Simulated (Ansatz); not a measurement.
Reaction (SMILES): [F][Ge] (F-Ge) → F atom + Ge atom
B3LYP-D3(BJ)/def2-TZVP geometries, fixed; electronic energies without zero-point terms.

Basis-set convergence of the atomisation energy at HF with Ansatz (an electronic-structure program). Cartesian d functions, on some or all atoms, in 3-21G, 6-31G, 6-31G**; all else is spherical. Open shells are unrestricted. No added dispersion term, no relativity. Functions are those of the species that has most. Reference: the value in pcseg-4, 79.14 kcal/mol, itself unsure by roughly 0.17 kcal/mol (its mean distance from aug-pcseg-3, aug-cc-pVQZ, cc-pV5Z). Deviations are taken from unrounded values.

```json
[
 {"basis": "STO-3G", "functions": "23", "atomisation energy (kcal/mol)": "59.72", "minus reference (kcal/mol)": "-19.43"},
 {"basis": "3-21G", "functions": "32", "atomisation energy (kcal/mol)": "68.75", "minus reference (kcal/mol)": "-10.40"},
 {"basis": "6-31G", "functions": "38", "atomisation energy (kcal/mol)": "64.13", "minus reference (kcal/mol)": "-15.02"},
 {"basis": "def2-SVP", "functions": "46", "atomisation energy (kcal/mol)": "74.13", "minus reference (kcal/mol)": "-5.01"},
 {"basis": "6-31G**", "functions": "50", "atomisation energy (kcal/mol)": "73.29", "minus reference (kcal/mol)": "-5.85"},
 {"basis": "aug-cc-pVDZ", "functions": "59", "atomisation energy (kcal/mol)": "76.74", "minus reference (kcal/mol)": "-2.40"},
 {"basis": "def2-SVPD", "functions": "61", "atomisation energy (kcal/mol)": "78.20", "minus reference (kcal/mol)": "-0.94"},
 {"basis": "6-311G**", "functions": "62", "atomisation energy (kcal/mol)": "71.16", "minus reference (kcal/mol)": "-7.98"},
 {"basis": "pcseg-2", "functions": "73", "atomisation energy (kcal/mol)": "77.79", "minus reference (kcal/mol)": "-1.35"},
 {"basis": "def2-TZVPP", "functions": "79", "atomisation energy (kcal/mol)": "77.96", "minus reference (kcal/mol)": "-1.18"},
 {"basis": "aug-cc-pVTZ", "functions": "105", "atomisation energy (kcal/mol)": "78.21", "minus reference (kcal/mol)": "-0.93"},
 {"basis": "cc-pVQZ", "functions": "123", "atomisation energy (kcal/mol)": "78.70", "minus reference (kcal/mol)": "-0.45"},
 {"basis": "pcseg-3", "functions": "128", "atomisation energy (kcal/mol)": "78.94", "minus reference (kcal/mol)": "-0.20"},
 {"basis": "def2-QZVPP", "functions": "146", "atomisation energy (kcal/mol)": "78.78", "minus reference (kcal/mol)": "-0.36"},
 {"basis": "def2-QZVPPD", "functions": "161", "atomisation energy (kcal/mol)": "78.94", "minus reference (kcal/mol)": "-0.20"},
 {"basis": "aug-cc-pVQZ", "functions": "173", "atomisation energy (kcal/mol)": "78.95", "minus reference (kcal/mol)": "-0.19"},
 {"basis": "aug-pcseg-3", "functions": "178", "atomisation energy (kcal/mol)": "79.10", "minus reference (kcal/mol)": "-0.05"},
 {"basis": "pcseg-4", "functions": "212", "atomisation energy (kcal/mol)": "79.14", "minus reference (kcal/mol)": "0.00"}
]
```
